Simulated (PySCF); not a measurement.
C₁₁H₁₁NSi, SMILES c1([SiH2]c2ccncc2)ccccc1 at its GFN2-xTB optimised geometry (Å):

```
24

C     -0.8858    -3.7819     0.0000
C     -1.5713    -2.5791    -0.0028
C     -0.8735    -1.3846    -0.0040
C      0.5190    -1.3642     0.0005
Si     1.4914     0.2538    -0.0124
C      0.3624     1.6312     0.6233
C     -0.3228     1.5021     1.8296
C     -1.1454     2.5300     2.2588
N     -1.3232     3.6514     1.5800
C     -0.6739     3.7861     0.4362
C      0.1708     2.8165    -0.0796
C      1.1900    -2.5842     0.0000
C      0.4994    -3.7819     0.0000
H     -1.4285    -4.7160     0.0029
H     -2.6519    -2.5720    -0.0031
H     -1.4198    -0.4511    -0.0044
H      1.9286     0.5881    -1.3739
H      2.6519     0.1419     0.8815
H     -0.2183     0.6053     2.4231
H     -1.6939     2.4572     3.1898
H     -0.8446     4.7177    -0.0891
H      0.6745     2.9797    -1.0208
H      2.2709    -2.5908     0.0012
H      1.0398    -4.7177     0.0013
```

Calculation: CAM-B3LYP/def2-SVP (PySCF).

Map of the log10 of the electron density (e/bohr³), floored at −4 on the plane z = 1.2 Å:

```
|                         |
|                         |
|          ...            |
|        :-==-:           |
|       :=***+-.          |
|       -*%@%*=-.         |
|       -*@@%*+=:         |
|       -+#%#*+=-.        |
|       :=**###*=:        |
|       .-+#%@%#+-:.      |
|        :=*%%%*++=-.     |
|        .-+*****#*=:     |
|        :-===++*##+:     |
|        :=++++++*+=.     |
|       .-=+++*+==-:      |
|      .:=++++*+=-:.      |
|      :-++++=+*+=:.      |
|      :-=+++=+*+=:       |
|      .:-+*++*+=-.       |
|       .-=+++++-:        |
|        :======-.        |
|        .---:--:         |
|         ... ..          |
|                         |
|                         |
```
Scale: ten equal steps from -4.00 (start of ' ') to -0.328 (end of '@'), in the order ' .:-=+*#%@'; x runs from -7.00 to 7.00, y from -7.00 (bottom) to 7.00 (top).
